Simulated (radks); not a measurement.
The niobium ion Nb3+ is in [Kr] 4d2. Calculated with a radial shooting solver on a logarithmic mesh with Libxc functionals: non-relativistic Kohn-Sham, PBE, spin-polarised, spherical densities, point nucleus. Open shells are filled with parallel spins first. One electron is removed from 3d, 4d, 4s, 4p in turn, with full relaxation. Which removal costs least, and what does each cost?

Answer. 4d 37.976 eV; 4p 70.627 eV; 4s 93.018 eV; 3d 248.54 eV. The 4d electron leaves first.
